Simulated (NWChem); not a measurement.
System: CH6InN; SMILES [CH3][InH][NH2]

NWChem input:

```
start job
memory heap 200 mb stack 900 mb global 1100 mb
geometry units angstroms noautoz
  In    -0.312994    -0.007569     0.023527
  H     -2.014890     0.287832    -0.017675
  C      0.759985    -1.879371    -0.009403
  H      0.466935    -2.499151     0.850948
  H      1.844506    -1.705961     0.029785
  H      0.521203    -2.437003    -0.927139
  N      0.823762     1.663584     0.117016
  H      1.836660     1.669858     0.147404
  H      0.457010     2.607880     0.138653
end
basis spherical
  * library def2-svp
end
ecp
  In library def2-ecp
end
dft
  xc m06-l
  grid fine
  iterations 150
  mulliken
end
task dft gradient
```

Output (shortened):

```
             Northwest Computational Chemistry Package (NWChem) 7.3.0
             --------------------------------------------------------

 CS  symmetry detected

                             Geometry "geometry" -> ""
                             -------------------------

 Output coordinates in angstroms (scale by  1.889725989 to convert to a.u.)

  No.       Tag          Charge          X              Y              Z
 ---- ---------------- ---------- -------------- -------------- --------------
    1 In                  49.0000    -0.28528433     0.02162077     0.00000000
    2 H                    1.0000    -1.98906647     0.30891095     0.00000000
    3 C                    6.0000     0.79531200    -1.84608440     0.00000000
    4 H                    1.0000     0.53152039    -2.43644303     0.89000010
    5 H                    1.0000     1.87966460    -1.66727736     0.00000000
    6 H                    1.0000     0.53152039    -2.43644303    -0.89000010
    7 N                    7.0000     0.84562612     1.69934193     0.00000000
    8 H                    1.0000     1.85893717     1.71053549     0.00000000
    9 H                    1.0000     0.47510130     2.64241212     0.00000000

 Effective nuclear repulsion energy (a.u.)     255.4778956900

      Symmetry information
      --------------------

 Group name             Cs
 Group number              2
 Group order               2
 No. of unique centers     8

                                 NWChem DFT Module
                                 -----------------

 Summary of "ao basis" -> "ao basis" (spherical)
 ------------------------------------------------------------------------------
       Tag                 Description            Shells   Functions and Types
 ---------------- ------------------------------  ------  ---------------------
 In                         def2-svp                10       26   4s4p2d
 H                          def2-svp                 3        5   2s1p
 C                          def2-svp                 6       14   3s2p1d
 N                          def2-svp                 6       14   3s2p1d

      Symmetry analysis of basis
      --------------------------

        a'         59
        a"         25

            General Information
            -------------------
          SCF calculation type: DFT
          Wavefunction type:  closed shell.
          No. of atoms     :     9
          No. of electrons :    40
           Alpha electrons :    20
            Beta electrons :    20
          Charge           :     0
          Spin multiplicity:     1
          Use of symmetry is: on ; symmetry adaption is: on
          Maximum number of iterations: 150
          AO basis - number of functions:    84
                     number of shells:    40
          Convergence on energy requested:  1.00D-06
          Convergence on density requested:  1.00D-05
          Convergence on gradient requested:  5.00D-04

              XC Information
              --------------
                        M06-L Method XC Functional
                         M06-L Exchange Functional  1.000
                       M06-L Correlation Potential  1.000

             Grid Information
             ----------------
          Grid used for XC integration:  fine
          Radial quadrature: Mura-Knowles
          Angular quadrature: Lebedev.
          Tag              B.-S. Rad. Rad. Pts. Rad. Cut. Ang. Pts.
          ---              ---------- --------- --------- ---------
          In                  1.55      141          10.0       974
          H                   0.35       60          13.0       590
          C                   0.70       70          12.0       590
          N                   0.65       70          11.0       590
          Grid pruning is: on
          Number of quadrature shells:   581
          Spatial weights used:  Erf1

      Superposition of Atomic Density Guess
      -------------------------------------

 Sum of atomic energies:        -312.91496807

      Non-variational initial energy
      ------------------------------

 Total energy =    -285.158798
 1-e energy   =    -714.650693
 2-e energy   =     302.126665
 HOMO         =      -0.320167
 LUMO         =       0.006647

      Symmetry analysis of molecular orbitals - initial
      -------------------------------------------------

  Numbering of irreducible representations:

     1 a'          2 a"

  Orbital symmetries:

     1 a'          2 a'          3 a'          4 a'          5 a'
     6 a"          7 a'          8 a'          9 a'         10 a'
    11 a"         12 a"         13 a'         14 a'         15 a'
    16 a'         17 a"         18 a'         19 a"         20 a'
    21 a'         22 a"         23 a'         24 a'         25 a'
    26 a'         27 a"         28 a'         29 a'         30 a'

     ---------------------------------------------
      Total Density - Mulliken Population Analysis
     ---------------------------------------------

    Atom       Charge   Shell Charges
 -----------   ------   -------------------------------------------------------
    1 In  21    19.99   2.60 -0.60  0.75  0.34  3.23  2.77  0.64  0.20  9.70  0.37
    2 H    1     1.15   0.65  0.50  0.01
    3 C    6     6.68   1.99  0.96  0.31  2.09  1.32  0.01
    4 H    1     0.87   0.66  0.19  0.03
    5 H    1     0.88   0.66  0.19  0.03
    6 H    1     0.87   0.66  0.19  0.03
    7 N    7     8.02   1.99  1.04  0.50  2.63  1.85  0.01
    8 H    1     0.77   0.60  0.12  0.05
    9 H    1     0.77   0.60  0.12  0.05

   convergence    iter        energy       DeltaE   RMS-Dens  Diis-err
 ---------------- ----- ----------------- --------- --------- ---------
 d= 0,ls=0.0,diis     1   -286.5832193205 -4.14D+02  1.99D-02  4.46D-01
 d= 0,ls=0.0,diis     2   -286.1149199274  4.68D-01  1.60D-02  3.25D+00
 d= 0,ls=0.0,diis     3   -286.6340745612 -5.19D-01  3.58D-03  6.48D-02
 d= 0,ls=0.0,diis     4   -286.6404267561 -6.35D-03  1.78D-03  2.84D-02
 d= 0,ls=0.0,diis     5   -286.6337788111  6.65D-03  1.21D-03  7.78D-03
  Resetting Diis
 d= 0,ls=0.0,diis     6   -286.6361285408 -2.35D-03  2.34D-03  3.99D-03
 d= 0,ls=0.0,diis     7   -286.6382303882 -2.10D-03  1.09D-03  4.94D-04
 d= 0,ls=0.0,diis     8   -286.6384243702 -1.94D-04  2.32D-04  2.89D-04
 d= 0,ls=0.0,diis     9   -286.6384462019 -2.18D-05  1.32D-04  1.39D-04
 d= 0,ls=0.0,diis    10   -286.6384627915 -1.66D-05  4.05D-05  2.12D-05
 d= 0,ls=0.0,diis    11   -286.6384655336 -2.74D-06  1.70D-05  1.87D-06
 d= 0,ls=0.0,diis    12   -286.6384658116 -2.78D-07  4.69D-06  1.30D-07

         Total DFT energy =     -286.638465811604
      One electron energy =     -718.123312086669
           Coulomb energy =      335.568352947739
    Exchange-Corr. energy =      -31.448735638331
 Nuclear repulsion energy =      127.365228965657

 Numeric. integr. density =       40.000002421650

                  Occupations of the irreducible representations
                  ----------------------------------------------

                     irrep           alpha         beta
                     --------     --------     --------
                     a'               15.0         15.0
                     a"                5.0          5.0

                       DFT Final Molecular Orbital Analysis
                       ------------------------------------

 Vector   18  Occ=2.000000D+00  E=-2.738073D-01  Symmetry=a'
              MO Center= -2.7D-01,  5.5D-01,  1.0D-14, r^2= 3.7D+00
   Bfn.  Coefficient  Atom+Function         Bfn.  Coefficient  Atom+Function
  ----- ------------  ---------------      ----- ------------  ---------------
    65      0.287603  7 N  py                27     -0.261425  2 H  s
    11      0.207970  1 In px                64      0.208934  7 N  px
    28     -0.197938  2 H  s                 63      0.197756  7 N  s
    68     -0.180830  7 N  py                 3     -0.176251  1 In s
    17     -0.169197  1 In d -2              12      0.167436  1 In py

 Vector   19  Occ=2.000000D+00  E=-2.410049D-01  Symmetry=a'
              MO Center= -5.3D-02, -8.6D-01, -4.3D-14, r^2= 3.5D+00
   Bfn.  Coefficient  Atom+Function         Bfn.  Coefficient  Atom+Function
  ----- ------------  ---------------      ----- ------------  ---------------
    36      0.340595  3 C  py                27     -0.249829  2 H  s
    39      0.225441  3 C  py                12     -0.221775  1 In py
    28     -0.213278  2 H  s                 35     -0.209455  3 C  px
    11      0.207283  1 In px                38     -0.127135  3 C  px
    34      0.125072  3 C  s                 21      0.120921  1 In d  2

[...]

                         DFT ENERGY GRADIENTS

    atom               coordinates                        gradient
                 x          y          z           x          y          z
   1 In     -0.539109   0.040857   0.000000    0.002727   0.003213   0.000000
   2 H      -3.758791   0.583757   0.000000    0.003155  -0.000709   0.000000
   3 C       1.502922  -3.488594   0.000000   -0.001034   0.001449   0.000000
   4 H       1.004428  -4.604210   1.681856   -0.000845   0.000226   0.001194
   5 H       3.552051  -3.150697   0.000000    0.000710   0.001071   0.000000
   6 H       1.004428  -4.604210  -1.681856   -0.000845   0.000226  -0.001194
   7 N       1.598002   3.211291   0.000000   -0.002089  -0.002882   0.000000
   8 H       3.512882   3.232443   0.000000   -0.000120  -0.001804   0.000000
   9 H       0.897811   4.993435   0.000000   -0.001659  -0.000790   0.000000
```

Level: M06-L/def2-SVP with def2 effective core potentials on In. Coordinates come from a PBE0/def2-SVP optimisation. def2 effective core potentials on In; no spin-orbit coupling.
